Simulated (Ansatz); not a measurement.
C3H7B can be A, `CC1BC1`, or B, `CB1CC1`.

Gas-phase electronic energies from Ansatz, PBE0-D4/def2-TZVP geometries. CCSD(T)/CBS is the MP2 limit (def2-TZVPP, def2-QZVPP) plus CCSD(T) − MP2 in def2-TZVPP, frozen cores. DFT in def2-TZVPP. B3LYP here is the variant with VWN-RPA as its local correlation; programs differ in this.

A:

```xyz
11

C    -0.4560    1.2537    0.4207
C     0.4200    0.0265    0.3248
B    -0.1457   -1.3902    0.3284
C     0.4241   -0.8163   -0.9636
H    -0.0136    2.1010   -0.1123
H    -0.6116    1.5496    1.4610
H    -1.4418    1.0738   -0.0171
H     1.4068    0.1543    0.7690
H    -0.6979   -2.2721    0.8960
H     1.3823   -1.1506   -1.3518
H    -0.2664   -0.5296   -1.7552
```

B:

Z-matrix (Å, degrees):
```
C
B 1 1.541
H 1 1.101 2 105.5
H 1 1.092 2 114.1 3 116.3
H 1 1.092 2 114.0 3 -116.1
C 2 1.527 1 149.6 3 -86.8
C 2 1.527 1 149.5 3 85.8
H 6 1.087 2 120.4 1 69.8
H 6 1.087 2 120.2 1 -78.4
H 7 1.087 2 120.2 1 78.4
H 7 1.087 2 120.4 1 -69.8
```

Which is lower in electronic energy at CCSD(T)/CBS, and by how much? (An estimate is asked.)

Ansatz gave: B, by 13.1 kcal/mol.

Give E(B) − E(A) in kcal/mol with B3LYP-D4, BLYP-D4, ωB97M-V, LDA (SPW92), CCSD(T)/def2-SVP, MP2/def2-TZVPP, HF/def2-TZVPP. (Estimate.)

Ansatz gave: B3LYP-D4 -13.8, BLYP-D4 -13.7, ωB97M-V -13.8, LDA (SPW92) -14.7, CCSD(T)/def2-SVP -12.0, MP2/def2-TZVPP -13.2, HF/def2-TZVPP -12.6. None reverses the order clearly.

Does the order hold for the free energy at 298.15 K (harmonic terms from PBE0-D4)? (An estimate is asked.)

Ansatz gave: Yes: G(B) − G(A) = -13.5 kcal/mol.

Largest T1 diagnostic: 0.010.

At CCSD(T), def2-SVP lies +1.1 kcal/mol from the extrapolated value and def2-TZVPP −0.1 kcal/mol. Leaving LDA and LC-ωPBE aside and taking each functional with its dispersion term where it has one, the values, not all of them listed here, spread over 1.8 kcal/mol, from B97M-V to ωB97X-V.
